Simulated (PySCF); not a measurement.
C3H8OSi, SMILES C1CC[SiH]1O. Coordinates come from a PBE-D3(BJ)/def2-SVP optimisation. Other conformers were not sampled.

Computed equilibrium geometry at PBE-D3(BJ)/def2-SVP (PySCF confirms it by a frequency run) as bond lengths and angles (one conformer of several):
Atoms: O1 Si2 C3 C4 C5 H6 H7 H8 H9 H10 H11 H12 H13. Bonded distances (Å): O1–Si2 1.685, O1–H6 0.972, Si2–C3 1.893, Si2–C5 1.900, Si2–H7 1.512, C3–C4 1.564, C3–H8 1.107, C3–H9 1.111, C4–C5 1.564, C4–H10 1.110, C4–H11 1.111, C5–H12 1.111, C5–H13 1.107. Angles (°): Si2–O1–H6 115.5, O1–Si2–C3 117.8, O1–Si2–C5 120.6, O1–Si2–H7 109.1, C3–Si2–C5 79.0, C3–Si2–H7 114.5, C5–Si2–H7 113.4, Si2–C3–C4 86.1, Si2–C3–H8 122.7, Si2–C3–H9 110.0, C4–C3–H8 117.1, C4–C3–H9 110.8, H8–C3–H9 108.5, C3–C4–C5 100.9, C3–C4–H10 110.0, C3–C4–H11 114.6, C5–C4–H10 110.0, C5–C4–H11 114.6, H10–C4–H11 106.8, Si2–C5–C4 85.9, Si2–C5–H12 110.1, Si2–C5–H13 122.8, C4–C5–H12 110.8, C4–C5–H13 116.9, H12–C5–H13 108.5.
